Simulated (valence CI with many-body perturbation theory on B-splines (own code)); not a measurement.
# Re⁴⁺ in brief

Calculated by relativistic CI+MBPT: three valence electrons over a frozen Dirac-Fock core [Xe] 4f14, radial functions for each j: 9 s, 9 p, 10 d, 8 f, 5 g, 3 h, 1 i, with the one-electron correlation potential Σ1, the two-electron term Σ2, the three-electron term Σ3, Breit, model QED; selected CI, second order for the rest, scaled by the run's own slope (own B-spline code, finite nucleus).

Against 62 measured levels this calculation errs by 1190 cm⁻¹ on average and by 2237 at most. These come from a selection out of Brasseur, Gamrath and Quinet, At. Data Nucl. Data Tables 157, 101636 (2024). Levels without a partner in it may be off by more, other configurations by 1,000 to 8,000 cm⁻¹. 1 measured level below the end of the list, from 164068 cm⁻¹ on, found no clear computed partner.

Names give the largest LS component (configuration and term), which can be under half, so a name can repeat, a term be missing and a line seem to break the LS rules; names also repeat where a configuration has a term twice.

Rates and lifetimes use the calculated energies. Strong lines usually hold to 10 to 20 %, long lifetimes can be off by a factor of two.

Q: What is the ground level?

A: 5d³ ⁴F_3/2, composition 86 % 5d³ ⁴F + 12 % 5d³ ²D, g = 0.466.

Q: What is the ionisation energy?

A: 53.549 eV; NIST lists 51.9 ± 1.9 eV (theoretical).

Q: Where does the other parity begin?

A: At 5d²6p ⁴G°_5/2, 15.823 eV.

Q: Among levels below 20.558 eV, which E1 lines absorb most strongly from the ground level?

A: to 5d²6p ⁴F°_3/2 at 75.54 nm, f = 0.223; to 5d²6p ⁴D°_1/2 at 70.16 nm, f = 0.124; to 5d²6p ⁴G°_5/2 at 78.36 nm, f = 0.0537.

Q: Name the longest-lived excited levels whose lifetime is computed, and their main decay.

A: 5d³ ⁴F_9/2 at 1.477 eV lives 1.79 s, mostly by M1 to 5d³ ⁴F_7/2; 5d³ ⁴P_1/2 at 1.839 eV lives 581 ms, mostly by M1 to 5d³ ⁴F_3/2; 5d³ ⁴F_7/2 at 1.103 eV lives 381 ms, mostly by M1 to 5d³ ⁴F_5/2.
